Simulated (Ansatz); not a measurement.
```yaml
crystal:
  periodic: [false, false, false]
  atoms:
    - {symbol: C, position_ang: [0.146267, 1.090184, 0.177241]}
    - {symbol: O, position_ang: [-0.537563, 0.111281, -0.558025]}
    - {symbol: Zn, position_ang: [-0.351599, -1.635236, -0.403938]}
    - {symbol: Cl, position_ang: [-0.245074, -3.715203, -0.339688]}
    - {symbol: H, position_ang: [-0.196851, 2.074159, -0.159003]}
    - {symbol: H, position_ang: [-0.048291, 1.023758, 1.255582]}
    - {symbol: H, position_ang: [1.233111, 1.051048, 0.027842]}
basis:
  gaussian: {orbitals: 6-31G, fitting: {mean_field: cc-pVTZ-jkfit}}
hamiltonian: {xc: {name: wB97}}
output: {forces: true}
```

```sh
$ ansatz run in.yaml --threads 4 --pin off --events-out ev --progress --plain --max-ram 10444MiB
```

(1) How does Ansatz answer? (An estimate is asked.)

Answers

(1) Ansatz gave: The input was rejected before any iteration.
```
Functional definition: wB97
Error: <dir> the basis set cc-pVTZ-JKFIT has no functions for Zn
```
